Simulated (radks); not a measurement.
Results of a calculation; reference values are marked as such.
Ionisation of neutral tin, [Kr] 4d10 5s2 5p2, to [Kr] 4d10 5s2 5p1 as the strength of local exchange is varied. Code: a radial shooting solver on a logarithmic mesh with Libxc functionals. Model: Dirac Kohn-Sham, Slater X-alpha exchange (alpha = 2/3 is LDA exchange), no correlation, spin-unpolarised, spherical densities, point nucleus; open shells fill j = l - 1/2 first.

\begin{tabular}{lrrrrr}
alpha & E(Sn) (hartree) & exchange (hartree) & IE (eV) & -e of the level emptied (eV) & <r> of it (bohr) \\ \hline
0.555 & -6143.00951 & -128.49263 & 5.526 & 2.431 (5p1/2) & 3.395 \\
0.575 & -6147.64160 & -133.22221 & 5.660 & 2.540 (5p1/2) & 3.364 \\
0.667 & -6168.99365 & -155.06672 & 6.298 & 3.069 (5p1/2) & 3.235 \\
0.792 & -6198.12137 & -184.97912 & 7.216 & 3.852 (5p1/2) & 3.083 \\
0.971 & -6240.06614 & -228.27865 & 8.629 & 5.095 (5p1/2) & 2.899 \\
\end{tabular}

NIST Atomic Spectra Database: 7.344 eV (measured). The Delta-SCF value meets it near alpha = 0.81. Spin polarisation and multiplet splitting are left out, so open shells lie too high by an amount that depends on their filling.

Beside tabulated values, note that spin-unpolarised runs miss the spin-polarisation part of the exchange energy of open shells.
